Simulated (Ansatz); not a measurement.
CH$_{5}$BClFOSi, SMILES `OB([SiH3])C(F)Cl`. Charge 0, multiplicity 1. The geometry is a stationary point of PBE0-D4/def2-TZVP. It is one conformer, not always the lowest.

```xyz
11

O     1.251    1.275    0.557
B     0.318    0.407    0.117
Si    0.869   -1.460   -0.460
C    -1.212    0.851    0.061
F    -1.957    0.111   -0.806
Cl   -1.787    0.559    1.734
H     0.920    2.141    0.820
H     0.850   -1.528   -1.948
H    -0.082   -2.477    0.060
H     2.242   -1.785    0.010
H    -1.412    1.907   -0.145
```

**Question.** What is the dipole moment at PBE/def2-TZVPP? (Best estimate.)

**Answer.** The calculation gave: 2.58 D, with components (0.36, 2.55, 0.08) D in this frame, pointing from negative to positive charge.

**Question.** And with r2SCAN, B3LYP, ωB97M-V? (Estimate.)

**Answer.** The calculation gave: r2SCAN 2.61 D, B3LYP 2.63 D, ωB97M-V 2.66 D.

**Question.** Give the Mulliken charges with PBE, r2SCAN, B3LYP in def2-TZVPP. (An estimate is asked.)

**Answer.** Computed: 
| atom | PBE | r2SCAN | B3LYP |
| --- | --- | --- | --- |
| O1 | -0.18 | -0.24 | -0.22 |
| B2 | 0.08 | 0.14 | 0.12 |
| Si3 | 0.05 | 0.15 | 0.11 |
| C4 | 0.17 | 0.21 | 0.21 |
| F5 | -0.16 | -0.20 | -0.21 |
| Cl6 | -0.11 | -0.14 | -0.13 |
| H7 | 0.19 | 0.20 | 0.19 |
| H8 | -0.05 | -0.07 | -0.06 |
| H9 | -0.04 | -0.06 | -0.06 |
| H10 | -0.05 | -0.07 | -0.07 |
| H11 | 0.11 | 0.07 | 0.11 |

B3LYP here is the variant with VWN-RPA as its local correlation; programs differ in this.
